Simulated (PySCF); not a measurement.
Input file for PySCF: D3(BJ) and D4 dispersion corrections on C3H9Br (a complex), monomers drawn apart or pushed together.

```python
from pyscf import gto
from pyscf.dispersion import dftd3, dftd4

mol = gto.M(
    atom='''
    C     0.71617614   -0.47087965    0.10971482
    C    -0.53952050    0.29996342    0.50558208
    H     0.53008685   -1.12198579   -0.74682486
    H     1.07685118   -1.09456708    0.92948241
    H     1.52698939    0.20851676   -0.15836518
    H    -0.89378254    0.92890193   -0.31341234
    H    -0.34803582    0.95023790    1.36105573
    H    -1.35569895   -0.37614513    0.77153973
    C     1.01739553   -0.87553169    6.14436504
    Br    2.28684970    0.61346700    6.12304511
    H     0.28274121   -0.68978714    5.36932568
    H     0.55770248   -0.90052162    7.12597926
    H     1.57443304   -1.78490860    5.94850664
    ''',
    basis='def2-svp',
    charge=0, spin=0, verbose=0, max_memory=1800)
d3, d4 = {}, {}
for xc in ['hf', 'pbe', 'blyp', 'revpbe', 'tpss', 'r2scan', 'b3lyp', 'pbe0', 'bhlyp', 'camb3lyp', 'b2plyp']:
    d3[xc] = float(dftd3.DFTD3Dispersion(mol, xc=xc, version='d3bj', atm=False).get_dispersion()['energy'])
    print(f'D3(BJ) {xc:10s} {d3[xc]:14.8f} Eh')
for xc in ['hf', 'pbe', 'blyp', 'revpbe', 'tpss', 'r2scan', 'b3lyp', 'pbe0', 'bhlyp', 'camb3lyp', 'b2plyp']:
    d4[xc] = float(dftd4.DFTD4Dispersion(mol, xc={'camb3lyp': 'cam-b3lyp'}.get(xc, xc), atm=True).get_dispersion()['energy'])
    print(f'D4     {xc:10s} {d4[xc]:14.8f} Eh')
```

Program output:

```
D3(BJ) hf            -0.05441732 Eh
D3(BJ) pbe           -0.00592829 Eh
D3(BJ) blyp          -0.01234799 Eh
D3(BJ) revpbe        -0.01585701 Eh
D3(BJ) tpss          -0.00725123 Eh
D3(BJ) r2scan        -0.00162143 Eh
D3(BJ) b3lyp         -0.01001840 Eh
D3(BJ) pbe0          -0.00492202 Eh
D3(BJ) bhlyp         -0.00764924 Eh
D3(BJ) camb3lyp      -0.00421659 Eh
D3(BJ) b2plyp        -0.00446651 Eh
D4     hf            -0.02001095 Eh
D4     pbe           -0.00485121 Eh
D4     blyp          -0.01109602 Eh
D4     revpbe        -0.01807500 Eh
D4     tpss          -0.00655826 Eh
D4     r2scan        -0.00124939 Eh
D4     b3lyp         -0.00775210 Eh
D4     pbe0          -0.00401164 Eh
D4     bhlyp         -0.00533586 Eh
D4     camb3lyp      -0.00397275 Eh
D4     b2plyp        -0.00334418 Eh
```

The run finished.

Cost: very roughly 0.04 core-seconds.
